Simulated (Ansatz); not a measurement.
```yaml
crystal:
  periodic: [false, false, false]
  atoms:
    - {symbol: Ge, position_ang: [0.351000, -1.942401, 0.331199]}
    - {symbol: Ge, position_ang: [-1.097682, 1.008275, -0.495259]}
    - {symbol: S, position_ang: [-1.676983, -1.307340, -0.483018]}
    - {symbol: S, position_ang: [0.696852, 0.369349, 1.387240]}
    - {symbol: S, position_ang: [2.519639, 0.375257, 0.304935]}
    - {symbol: S, position_ang: [-2.624630, 2.264145, 0.289254]}
    - {symbol: S, position_ang: [1.831794, -0.767275, -1.334350]}
basis:
  gaussian: {orbitals: def2-TZVPD, initial_orbitals: start.molden}
total_charge: -1
magnetization: {spin_polarized: true, initial_magnetization: 1}
hamiltonian: {xc: pbe0, dispersion: d4}
scf: {omitted_lower_state_checks: [starts]}
output: {orbitals: {seedname: orbitals}}
```

The file start.molden holds the orbitals of an earlier run on this structure, at another level or in another basis.

```sh
$ ansatz run in.yaml --threads 4 --pin off --events-out ev --progress --plain --max-ram 4787MiB
```

(1) Does this run fit into the memory that it is given?

## Answers

(1) No. It has 338 basis functions, and Ansatz plans for 5.19 GiB where 4.67 GiB are given.
